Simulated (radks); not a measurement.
Values are calculated unless marked as measured or tabulated.
Task: The table gives one normalised radial function P(r) = r R(r) of Cr4+ in [Ar] 3d2 (r in bohr). Level of theory: scalar-relativistic Kohn-Sham, PBE, spin-polarised, spherical densities, point nucleus; open shells are filled with parallel spins first (a radial shooting solver on a logarithmic mesh with Libxc functionals).

r	P
0.005886	0.0147
0.008642	0.0301
0.01269	0.0609
0.01878	0.1227
0.02757	0.2366
0.04047	0.4361
0.05942	0.7537
0.08794	1.1975
0.1291	1.6529
0.1895	1.9030
0.2805	1.6936
0.4118	1.0615
0.6046	0.4117
0.8877	0.0818
1.314	0.0059
1.929	0.0001
2.832	0.0000
4.191	0.0000
6.153	0.0000

Which n and l does it have? It may be an empty orbital.

Result: n = 2, l = 1: the number of nodes gives n - l - 1 = 0, the rise at small r (about r^(l+1)) gives l, and the extent must fit the shell. The curve is that of 2p up; the table hardly tells the two spins apart. 2p up: eigenvalue -623.82 eV, 0 radial nodes, <r> = 0.260 bohr, 90 % of the charge inside 0.427 bohr.
